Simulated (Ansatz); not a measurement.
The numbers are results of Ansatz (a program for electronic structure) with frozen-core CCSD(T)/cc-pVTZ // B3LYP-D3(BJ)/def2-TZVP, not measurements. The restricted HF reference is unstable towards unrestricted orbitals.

Ansatz 0.2 input:
```yaml
crystal:
  periodic: [false, false, false]
  atoms:
    - { symbol: C, position_ang: [-2.400627, 0.588894, -0.230356] }
    - { symbol: C, position_ang: [-1.261942, 0.081497, -0.688754] }
    - { symbol: C, position_ang: [-0.321331, -0.780006, 0.098141] }
    - { symbol: Si, position_ang: [1.19354, 0.197717, 0.635016] }
    - { symbol: C, position_ang: [2.77663, -0.10851, 0.094033] }
    - { symbol: H, position_ang: [-2.753497, 0.378711, 0.773105] }
    - { symbol: H, position_ang: [-3.020106, 1.229554, -0.843691] }
    - { symbol: H, position_ang: [-0.944466, 0.324133, -1.698975] }
    - { symbol: H, position_ang: [-0.818658, -1.17825, 0.98628] }
    - { symbol: H, position_ang: [0.03142, -1.627403, -0.495333] }
    - { symbol: H, position_ang: [0.884486, 1.323161, 1.538038] }
    - { symbol: H, position_ang: [3.619144, 0.492315, 0.411984] }
    - { symbol: H, position_ang: [3.015406, -0.921812, -0.579488] }
basis:
  gaussian: { orbitals: cc-pVTZ }
correlation:
  method: ccsd_t
```

Output:

```
Functional definition: HF
1500 factors; integrals over basis functions are off by at most 9.6e-4 eV
mean field evaluation 1: about -12105.4396 eV, gradient 4.0e1 eV
mean field evaluation 2: about -12105.7165 eV, gradient 4.0e1 eV
mean field evaluation 4: about -12110.3462 eV, gradient 4.5e0 eV
mean field evaluation 8: about -12110.4428 eV, gradient 3.9e-1 eV
mean field evaluation 16: about -12110.4443 eV, gradient 1.3e-6 eV
mean field -12110.44425723 eV, -445.0506176994 hartree, gradient 1.3e-6 eV, S^2 0.000000; 0 other end points of the search recorded, 0 dependent functions left out; unrestricted orbitals would lower it
9 core orbitals not correlated
reference -12110.44425723 eV, -445.0506176994 hartree; 14, 14 occupied and 243, 243 virtual orbitals, 1500 factors
second order -21.39191055 eV of doubles, -0.00000000 eV of singles
cycle   1  -22.06873437 eV  change   -6.8e-1 eV  update   1.0e-1
cycle   2  -22.66439225 eV  change   -6.0e-1 eV  update   3.4e-2
cycle   3  -22.78221154 eV  change   -1.2e-1 eV  update   1.6e-2
cycle   4  -22.77623909 eV  change    6.0e-3 eV  update   4.7e-3
cycle   5  -22.77652988 eV  change   -2.9e-4 eV  update   2.2e-3
cycle   6  -22.77695899 eV  change   -4.3e-4 eV  update   7.0e-4
cycle   7  -22.77678124 eV  change    1.8e-4 eV  update   3.3e-4
cycle   8  -22.77681516 eV  change   -3.4e-5 eV  update   1.3e-4
cycle   9  -22.77683120 eV  change   -1.6e-5 eV  update   3.9e-5
cycle  10  -22.77681053 eV  change    2.1e-5 eV  update   1.2e-5
perturbative correction -1.05862722 eV, -0.0389038326 hartree
Total energy: -12134.27969498 eV, -445.9265538802 hartree
```

Cost: around 7 core-minutes (rough).
